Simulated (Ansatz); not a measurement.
Species: GeBr₂, charge 1, doublet. GeBr2+ (parent SMILES [Ge]([Br])[Br], doublet).
B3LYP-D3(BJ)/def2-TZVP minimum from Ansatz (a program for electronic structure):
```
Ge
Br 1 2.2626
Br 1 2.2626 2 120.69
```
Charge +1, spin multiplicity 2.

Total energies in aug-cc-pVDZ, 17 correlated electrons, 42 frozen orbitals. Open shells are spin-unrestricted; no spin-orbit coupling. Cores are frozen in correlated methods (noble-gas shells, and filled d and f shells in the p block). No relativity. Spin-orbit terms, left out, reach several kcal/mol for Br and I, and more for heavier atoms. The UHF reference of Br2Ge+ (parent SMILES [Br][Ge][Br], doublet) is spin-contaminated (<S^2> up to 0.03 over the pure value in the sets run). The spin of Br2Ge+ (parent SMILES [Br][Ge][Br], doublet) was assumed, and the state is the lowest solution found for it.

| method | program | energy (Eh) | minus CCSDT(Q) (mEh) |
|---|---|---|---|
| HF | Ansatz | -7219.87796 | 341.29 |
| MP2 | Ansatz | -7220.17490 | 44.36 |
| CCSD | Ansatz | -7220.20367 | 15.59 |
| CCSD(T) | Ansatz | -7220.21665 | 2.61 |
| CCSDT(Q) | Ansatz | -7220.21926 | 0.00 |

Rough core times of Ansatz's runs on a shared machine: CCSD(T) 40 s, CCSDT(Q) 10 min.
